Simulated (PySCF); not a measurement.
**Does the structure fit the spectrum?**

A compound C$_{5}$H$_{9}$ClSi$_{2}$ gives the data below (simulated from a calculation) and was assigned the structure `CC1=C[SiH2]C=C[Si@@H]1Cl`.

$^{13}$C{$^{1}$H} NMR (computed): δ 151.7 (CH), 148.7 (C), 147.1 (CH), 146.7 (C), 20.4 (CH2).

$^{1}$H NMR (300 MHz, computed): δ 6.82 (m, 1H), 6.71 (m, 1H), 4.54 (s, 2H), 3.88 (t, 3H), 2.14 (q, 2H).

No solvent, rapidly exchanging positions averaged, a single conformation, non-relativistic Hamiltonian. Geometry from GFN2-xTB; GIAO PBE0/pcSseg-1 shieldings; PySCF 2.14.0 with density-fitted response routines.

Referencing at the same level of theory: $^{1}$H, $^{13}$C vs TMS.

Q: Compare with the shifts computed for the proposed structure, pairing carbons in order of shift.

A: Atom-mapped SMILES (the numbers label the heavy atoms): `[CH3:1][C:2]1=[CH:3][SiH2:4][CH:5]=[CH:6][Si@@H:7]1[Cl:8]`. Each H is labelled by its parent atom.

```csv
atom,computed for proposal,given list,difference
C2,166.2,151.7,+14.5
C6,155.8,148.7,+7.1
C5,154.7,147.1,+7.6
C3,142.8,146.7,-3.9
C1,31.8,20.4,+11.4
```

The rms difference is 9.6 ppm and the largest +14.5 ppm at C2 (fully substituted alkene carbon). The carbon types in order of shift don't match either: C, CH, CH, CH, CH3 for the proposal against CH, C, CH, C, CH2 in the data. The proposal doesn't fit.

Q: Which isomer fits?

A: `[SiH3]CC1=CC=C(Cl)[SiH2]1`.

- Carbon types of the structure: 2 × C, 2 × CH, 1 × CH2, leaving 5 H on heteroatoms.
- δC 151.7, 147.1: alkene CH; the olefinic region.
- δC 148.7, 146.7: fully substituted alkene carbon; as expected for a trigonal carbon in a double bond.
- δH 6.82, 6.71: hydrogen on an alkene CH; attached to an sp2 carbon and in the plane of the double bond.
- δH 2.14: hydrogen on an allylic sp3 CH2 bonded to Si; allylic position.

The data come from this structure; uniqueness wasn't tested.

Carbons that carry Cl, above all several Cl atoms, come out too deshielded, partly because spin–orbit coupling is missing. Shifts are as computed. Against solution values, carbons near 30 ppm lie about +3 ppm off and those near 130 ppm about +5 ppm; carbons on Cl a further +6 ppm. Of 1211 compounds with measured shifts, 218 miss one by over three times the rms of a fit or turn the order of signals round; such compounds aren't used in these exercises. No couplings were computed; multiplicities are counted from neighbouring protons, with m where these are inequivalent, close in shift, in a saturated or five-membered ring or joined by F or P, and br s for small geminal =CH2 splittings.
